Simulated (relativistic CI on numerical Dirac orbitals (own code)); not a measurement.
Re44+: q coefficients and field-shift factors

Method of calculation: Dirac-Coulomb-Breit CI, separate exchange-only KLI orbitals for each configuration, derivatives by finite differences, unscaled Slater integrals, QED left out (own radial code, finite nucleus).

Configurations in the expansion (outside the closed core [Ar] 3d10): 4s2 4p, 4s 4p2, 4s2 4d, 4p3, 4s 4p 4d, 4s2 4f, 4s 4p 4f, 4p 4d2. Levels of other configurations are missing.

With x = (α/α₀)² − 1 an excitation energy changes as ω = ω₀ + qx; K = 2q/ω₀ is the relative enhancement. Terms are leading LS components, so labels can repeat. The field-shift factor is F = δν/δ⟨r²⟩ for the transition from the lowest level.

Lowest level 4s2 4p 2P°_1/2.

```tsv
Level	ω₀ (cm⁻¹)	q (cm⁻¹)	F (GHz/fm²)
4s 4p2 4P_1/2	821407	157200	-2290
4s2 4p 2P°_3/2	848531	1.038e+06	-172
4s 4p2 4P_3/2	1552533	1.171e+06	-2430
4s 4p2 2D_5/2	1628015	1.178e+06	-2410
4s 4p2 2D_3/2	1738766	1.178e+06	-2340
4s 4p2 2P_1/2	1766152	1.161e+06	-2440
4s2 4d 2D_3/2	2199871	1.11e+06	-281
4s2 4d 2D_5/2	2330466	1.535e+06	-825
4s 4p2 4P_5/2	2495682	1.94e+06	-1930
4p3 2P°_3/2	2537413	1.318e+06	-4590
4s 4p2 2S_1/2	2611181	2.199e+06	-2590
4s 4p2 2P_3/2	2649321	2.182e+06	-2560
4s 4p 4d 4F°_3/2	2817034	1.226e+06	-2440
4s 4p 4d 4F°_5/2	2878469	1.252e+06	-2450
4s 4p 4d 4D°_1/2	2997021	1.251e+06	-2430
4s 4p 4d 4D°_3/2	3005308	1.27e+06	-2470
4s 4p 4d 4P°_5/2	3066158	1.424e+06	-2450
4s 4p 4d 4F°_7/2	3110738	1.441e+06	-2410
4s 4p 4d 2F°_5/2	3159169	1.502e+06	-2640
4s 4p 4d 2D°_3/2	3162936	1.598e+06	-2960
4p3 2D°_5/2	3388216	2.245e+06	-4430
4p3 2D°_3/2	3396332	2.167e+06	-4410
4p3 2P°_1/2	3434457	2.349e+06	-4750
```

At this charge energies of transitions that change n are usually good to better than 1 %, and those within a shell (Δn = 0) to a few per cent.

Q: Which transition from the lowest level has the largest |K|?

A: 4s2 4p 2P°_3/2 at 848531 cm⁻¹, K = 2.45.
